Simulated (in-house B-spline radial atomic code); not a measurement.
How numerical settings move a run on the oxygen ion O³⁺, [He] 2s2 2p1. Computed with a B-spline radial code for spherical atoms: scalar-relativistic (X2C) PBE, spin-polarised, spherical fractional occupations, Fermi nucleus of rms radius 2.6991 fm.

Command:
```bash
python run_scf.py task.json out
```
Settings of the sound reference run:
```
Z                8
electrons        5
configuration    [He] 2s2 2p1
hamiltonian      x2c
method           pbe,pbe
spin_polarised   True
nucleus          fermi
rms_radius       2.6991
mass_number      16
atomic_mass      15.99491
speed_of_light   137.036
knot_spacing     0.22
spline_order     8
gauss_points     12
box_radius       16.22
max_iterations   70
damping          0.5
damped_steps     3
diis_vectors     10
tolerance        1e-08
start            Thomas-Fermi
```

Run time, properties included: 0.3 s on 1 thread of Arm Neoverse N1, with other jobs on the host.

It converges in 8 iterations to -71.208592 hartree, with 2p up at -66.2658 eV. The other runs change the listed settings, some to values that make no sense; their results aren't properties of the atom or ion. Radii are in bohr (the nuclear one in fm), a minus after a letter asks for a j subshell, and «unchanged» means within 1e-8 hartree. The run stops when the residual is below 10 × tolerance × max(1, Z/10), or a noise floor if that is larger, and the energy moves by less than 1e-8 × √|E| hartree; so very loose and very tight tolerances often act alike.

```tsv
changed settings	outcome
tolerance = 1e-13	converged in 8 iterations, energy unchanged
spline_order = 10	converged in 8 iterations, energy +1.70e-07 hartree from the reference, 2p up level +9.6e-06 eV
spline_order = 6	converged in 8 iterations, energy unchanged, 2p up level -1.4e-05 eV
spline_order = 3	converged in 8 iterations, energy +1.27e-03 hartree from the reference, 2p up level -1.2e-03 eV
start = bare nucleus	converged in 8 iterations, energy unchanged, 2p up level -1.9e-06 eV
electrons = 8, configuration = [He] 2s2 2p1 3s3, max_iterations = 60	stopped with error: shell 3s holds at most 1 electrons (per spin)
tolerance = 1e-06	converged in 7 iterations, energy unchanged, 2p up level -4.7e-05 eV
spline_order = 7, max_iterations = 75, damping = 0.8	converged in 9 iterations, energy +2.27e-07 hartree from the reference, 2p up level +1.0e-05 eV
knot_spacing = 0.4, spline_order = 5, first_knot = 0.0375, max_iterations = 100	converged in 9 iterations, energy +7.89e-04 hartree from the reference, 2p up level -7.8e-04 eV
spline_order = 7	converged in 8 iterations, energy +2.27e-07 hartree from the reference, 2p up level +1.2e-05 eV
spline_order = 5	converged in 8 iterations, energy +7.52e-07 hartree from the reference, 2p up level +1.3e-05 eV
```

Q: What happens with spline_order = 10, gauss_points = 6, max_iterations = 50?

A: Converged in 8 iterations, energy +1.65e-07 hartree from the reference, 2p up level +8.5e-06 eV.

Q: What happens with max_iterations = 3, damped_steps = 30, tolerance = 0.0001, start = bare nucleus?

A: Not converged after 3 iterations, last residual 2.2e-02, last energy +1.00e-02 hartree from the reference.

Q: What happens with hamiltonian = dirac, method = hf?

A: Stopped with error: spin polarisation is not served with the Dirac Hamiltonian.

Q: What happens with spline_order = 4?

A: Converged in 8 iterations, energy +1.76e-05 hartree from the reference, 2p up level -4.6e-05 eV.
